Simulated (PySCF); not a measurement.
C5H7NS (charge +1 and doublet state).
Structure used (GFN2-xTB), in Å, numbered top down from 1:
```
atom  x, y, z in Å
N1     2.8269   -0.0406   -1.2904
C2     2.0913   -0.0881   -0.4239
C3     1.1205   -0.0861    0.6554
C4     0.0405    0.9752    0.4251
C5    -0.9347    0.3667   -0.5760
C6    -1.2263   -1.0463   -0.0906
S7     0.2726   -1.6959    0.6606
H8     1.6731    0.0268    1.5938
H9     0.4808    1.8987    0.0484
H10   -0.4588    1.1946    1.3709
H11   -1.8525    0.9496   -0.6420
H12   -0.4842    0.3340   -1.5705
H13   -1.5560   -1.7309   -0.8746
H14   -1.9939   -1.0583    0.6917
```

The hyperfine couplings belong to this conformer and change with its torsions.

Identity: `C1CC[C@@H]([S+]1)C#N` [radical] (charge +1).

Method: UKS B3LYP, pcH-1 on C H N S, non-relativistic, mean-field spin-orbit, GIAO in PySCF 2.14.0. The structure is a single GFN2-xTB conformer in the gas phase; no vibrational or solvent corrections. A GFN2-xTB geometry isn't a minimum of the functional, and hyperfine couplings can be far from their values at a DFT geometry, by a factor of two or more for some ions and for spin on atoms past the first row. The SCF solution wasn't tested for stability.

Where do the isotropic ENDOR lines of N1, H14, H13, H8, H12, H11, H9 and H10 fall at 1206.5 mT, to first order?

ν± = |νn ± a/2|, one line for each electron-spin manifold; νn = |g_N| × 7.62259 MHz/T × B.

```csv
nuclei,isotope,g_N,νn (MHz),a_iso (MHz),lower line (MHz),upper line (MHz)
N1,14N,0.4038,3.71,0.74,3.34,4.08
H14,1H,5.5857,51.37,150.58,23.92,126.66
H13,1H,5.5857,51.37,71.34,15.70,87.04
H8,1H,5.5857,51.37,31.96,35.39,67.35
H12,1H,5.5857,51.37,7.78,47.48,55.26
H11,1H,5.5857,51.37,-3.03,49.85,52.89
H9,1H,5.5857,51.37,1.62,50.56,52.18
H10,1H,5.5857,51.37,-0.52,51.11,51.63
```

Which pairs are centred on the nuclear Larmor frequency, and which on half the coupling?

Centred on νn, since |a| < 2νn: N1, H13, H8, H12, H11, H9 and H10. Centred on |a|/2 and split by 2νn: H14.

At what field would the lower line of H14 fall to zero frequency?

Where νn = |a|/2, that is B = 75.29 MHz/(5.5857 × 7.62259 MHz/T) = 1770 mT, as far as first order holds there.
